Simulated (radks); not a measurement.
The numbers below are computed, except where a source is named.
Species: the promethium ion Pm21+. Configuration: [Kr] 4d4.

Level of theory: scalar-relativistic Kohn-Sham, r2SCAN, spin-polarised, spherical densities, finite nucleus; open shells are filled with parallel spins first (spin-orbit coupling, left out, can overturn this in heavy ions); meta-GGA in the generalised Kohn-Sham scheme; Fermi nuclear charge, rms radius 4.962 fm (a radial shooting solver on a logarithmic mesh with Libxc functionals).

Energy parts (eV):
part                      energy
total                 -267731.52
kinetic                285901.13
electron-nucleus      -627094.16
Hartree                 79116.94
exchange-correlation    -5655.43

Orbitals (lengths in bohr, moments of r in powers of bohr; r(90%) holds 90 % of the orbital's charge):
orbital  occ.  eigenvalue (eV)  r(90%)
1s up       1        -45678.81  0.0419
1s down     1        -45678.81  0.0419
2s up       1        -7942.602   0.153
2s down     1        -7938.423   0.153
2p up       3        -7153.136   0.142
2p down     3        -7149.949   0.142
3s up       1        -2184.828   0.379
3s down     1        -2183.880   0.379
3p up       3        -1935.697   0.384
3p down     3        -1934.309   0.384
3d up       5        -1597.462   0.364
3d down     5        -1594.455   0.364
4s up       1        -848.2007   0.791
4s down     1        -837.4218   0.793
4p up       3        -759.7837   0.827
4p down     3        -749.0577   0.829
4d up       4        -635.0606   0.869
4d down     0        -624.3185   0.871

The highest occupied level is 4d up at -635.06 eV. Summed over all electrons, <r^2> = 5.916 bohr^2, which gives a Langevin (diamagnetic) susceptibility term of -4.69 x 10^-6 cm^3/mol. The spin density at the nucleus is -9.08 e/bohr^3 (1s -0.31, 2s -16.14, 3s 5.26, 4s 2.10). The electron density at the nucleus is 5.137e+05 e/bohr^3 (large components only).
